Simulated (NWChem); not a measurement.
System: C₄H₄N, doublet; SMILES c1cc[c][nH]1

Input file for NWChem:

```
start job
memory heap 200 mb stack 900 mb global 1100 mb
geometry units angstroms
  C      0.377302    -1.077884     0.221995
  C     -0.933867    -0.802829     0.017555
  C     -0.981881     0.598874    -0.217191
  C      0.294102     1.085268    -0.141503
  N      1.127522     0.035756     0.131221
  H     -1.760397    -1.481559     0.027846
  H     -1.875666     1.156728    -0.417069
  H      0.669790     2.082524    -0.258764
  H      2.125544     0.087783     0.244236
end
basis spherical
  C library 6-31g*
  N library 6-31g*
  H library 6-31g*
end
dft
  odft
  mult 2
  xc xpbe96 cpbe96
  iterations 150
end
driver
  maxiter 150
end
task dft optimize
```

Excerpt of the output:

```
             Northwest Computational Chemistry Package (NWChem) 7.3.0
             --------------------------------------------------------

 CS  symmetry detected

                             Geometry "geometry" -> ""
                             -------------------------

 Output coordinates in angstroms (scale by  1.889725989 to convert to a.u.)

  No.       Tag          Charge          X              Y              Z
 ---- ---------------- ---------- -------------- -------------- --------------
    1 C                    6.0000    -1.19234070     0.02370072     0.00000000
    2 C                    6.0000    -0.44817666     1.15632378     0.00000000
    3 C                    6.0000     0.90134060     0.70800972     0.00000000
    4 C                    6.0000     0.89365242    -0.65960913     0.00000000
    5 N                    7.0000    -0.41043048    -1.07168982     0.00000000
    6 H                    1.0000    -0.78872059     2.17020838     0.00000000
    7 H                    1.0000     1.76051927     1.34973857     0.00000000
    8 H                    1.0000     1.70288136    -1.36285849     0.00000000
    9 H                    1.0000    -0.72852057    -2.02581025     0.00000000

 Effective nuclear repulsion energy (a.u.)     153.5808538468

      Symmetry information
      --------------------

 Group name             Cs
 Group number              2
 Group order               2
 No. of unique centers     9

                                Z-matrix (autoz)
                                --------

 Units are Angstrom for bonds and degrees for angles

      Type          Name      I     J     K     L     M      Value
      ----------- --------  ----- ----- ----- ----- ----- ----------
    1 Stretch                  1     2                       1.35522
    2 Stretch                  1     5                       1.34583
    3 Stretch                  2     3                       1.42203
    4 Stretch                  2     6                       1.06955
    5 Stretch                  3     4                       1.36764
    6 Stretch                  3     7                       1.07238
    7 Stretch                  4     5                       1.36764
    8 Stretch                  4     8                       1.07211
    9 Stretch                  5     9                       1.00575
   10 Bend                     1     2     3               104.92934
   11 Bend                     1     2     6               128.12781
   12 Bend                     1     5     4               107.98380
   13 Bend                     1     5     9               126.04240
   14 Bend                     2     1     5               111.17405
   15 Bend                     2     3     4               108.05457
   16 Bend                     2     3     7               124.86693
   17 Bend                     3     2     6               126.94285
   18 Bend                     3     4     5               107.85825
   19 Bend                     3     4     8               130.66974
   20 Bend                     4     3     7               127.07850
   21 Bend                     4     5     9               125.97380
   22 Bend                     5     4     8               121.47202
   23 Torsion                  1     2     3     4          -0.00000
   24 Torsion                  1     2     3     7         180.00000
   25 Torsion                  1     5     4     3           0.00000
   26 Torsion                  1     5     4     8         180.00000
   27 Torsion                  2     1     5     4           0.00000
   28 Torsion                  2     1     5     9         180.00000
   29 Torsion                  2     3     4     5           0.00000
   30 Torsion                  2     3     4     8         180.00000
   31 Torsion                  3     2     1     5           0.00000
   32 Torsion                  3     4     5     9         180.00000
   33 Torsion                  4     3     2     6         180.00000
   34 Torsion                  5     1     2     6         180.00000
   35 Torsion                  5     4     3     7         180.00000
   36 Torsion                  6     2     3     7           0.00000
   37 Torsion                  7     3     4     8           0.00000
   38 Torsion                  8     4     5     9           0.00000

  pbe96 is a nonlocal functional; adding pw91lda local functional.

                           NWChem Geometry Optimization
                           ----------------------------

[...]

      ----------------------
      Optimization converged
      ----------------------

  Step       Energy      Delta E   Gmax     Grms     Xrms     Xmax
  ---- ---------------- -------- -------- -------- -------- --------
@    4    -209.20108350  8.6D-08  0.00007  0.00002  0.00029  0.00075
                                     ok       ok       ok       ok

                                Z-matrix (autoz)
                                --------

 Units are Angstrom for bonds and degrees for angles

      Type          Name      I     J     K     L     M      Value     Gradient
      ----------- --------  ----- ----- ----- ----- ----- ---------- ----------
    1 Stretch                  1     2                       1.37703    0.00001
    2 Stretch                  1     5                       1.36501   -0.00003
    3 Stretch                  2     3                       1.43908    0.00007
    4 Stretch                  2     6                       1.08763   -0.00000
    5 Stretch                  3     4                       1.38651   -0.00003
    6 Stretch                  3     7                       1.09053    0.00001
    7 Stretch                  4     5                       1.39078    0.00000
    8 Stretch                  4     8                       1.08863   -0.00002
    9 Stretch                  5     9                       1.01520    0.00006
   10 Bend                     1     2     3               104.75939   -0.00003
   11 Bend                     1     2     6               127.74511    0.00003
   12 Bend                     1     5     4               108.18218    0.00003
   13 Bend                     1     5     9               125.85877   -0.00002
   14 Bend                     2     1     5               111.08922    0.00001
   15 Bend                     2     3     4               108.59581   -0.00001
   16 Bend                     2     3     7               125.65486   -0.00000
   17 Bend                     3     2     6               127.49550    0.00000
   18 Bend                     3     4     5               107.37340    0.00000
   19 Bend                     3     4     8               131.65632    0.00001
   20 Bend                     4     3     7               125.74933    0.00001
   21 Bend                     4     5     9               125.95905   -0.00001
   22 Bend                     5     4     8               120.97028   -0.00001
   23 Torsion                  1     2     3     4           0.00000    0.00000
   24 Torsion                  1     2     3     7         180.00000    0.00000
   25 Torsion                  1     5     4     3           0.00000    0.00000
   26 Torsion                  1     5     4     8         180.00000    0.00000
   27 Torsion                  2     1     5     4           0.00000    0.00000
   28 Torsion                  2     1     5     9         180.00000    0.00000
   29 Torsion                  2     3     4     5          -0.00000    0.00000
   30 Torsion                  2     3     4     8         180.00000    0.00000
   31 Torsion                  3     2     1     5           0.00000    0.00000
   32 Torsion                  3     4     5     9         180.00000    0.00000
   33 Torsion                  4     3     2     6         180.00000    0.00000
   34 Torsion                  5     1     2     6         180.00000    0.00000
   35 Torsion                  5     4     3     7         180.00000    0.00000
   36 Torsion                  6     2     3     7           0.00000    0.00000
   37 Torsion                  7     3     4     8           0.00000    0.00000
   38 Torsion                  8     4     5     9           0.00000    0.00000

                         Geometry "geometry" -> "geometry"
                         ---------------------------------

 Output coordinates in angstroms (scale by  1.889725989 to convert to a.u.)

  No.       Tag          Charge          X              Y              Z
 ---- ---------------- ---------- -------------- -------------- --------------
    1 C                    6.0000    -1.21313573     0.02296727     0.00000000
    2 C                    6.0000    -0.45869937     1.17493286     0.00000000
    3 C                    6.0000     0.90631535     0.71921454     0.00000000
    4 C                    6.0000     0.90955608    -0.66729336     0.00000000
    5 N                    7.0000    -0.41680100    -1.08567848     0.00000000
    6 H                    1.0000    -0.81340067     2.20310081     0.00000000
    7 H                    1.0000     1.78987970     1.35841482     0.00000000
    8 H                    1.0000     1.72460746    -1.38895821     0.00000000
    9 H                    1.0000    -0.73811718    -2.04868676     0.00000000

 Effective nuclear repulsion energy (a.u.)     151.3755553298

      Symmetry information
      --------------------

 Group name             Cs
 Group number              2
 Group order               2
 No. of unique centers     9

                Final and change from initial internal coordinates
                --------------------------------------------------

                                Z-matrix (autoz)
                                --------

 Units are Angstrom for bonds and degrees for angles

[...]
```

Level: PBE/6-31G* (spherical d), spin-unrestricted. In the optimisation the excess spin sits in a' (Cs, its own frame). No stability test was run on the SCF state.
